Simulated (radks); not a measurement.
Values are calculated unless marked as measured or tabulated.
Problem. Level of theory: non-relativistic Kohn-Sham, PBE, spin-polarised, spherical densities, point nucleus; open shells are filled with parallel spins first (a radial shooting solver on a logarithmic mesh with Libxc functionals). Each species is in its NIST ground configuration. Rank Ti, Mn, Ca, Ni, As, Cu, K, Ge, Zn, Kr, Sc, V, Cr, Fe, Br, Ga, Se, Co by mean radius of the outermost orbital (bohr), largest first.

Solution. K 4.95, Ca 4.04, Sc 3.79, Ti 3.63, V 3.51, Ga 3.38, Cr 3.37, Mn 3.32, Fe 3.14, Co 3.01, Cu 2.97, Ni 2.89, Ge 2.85, Zn 2.70, As 2.52, Se 2.35, Br 2.12, Kr 1.95.
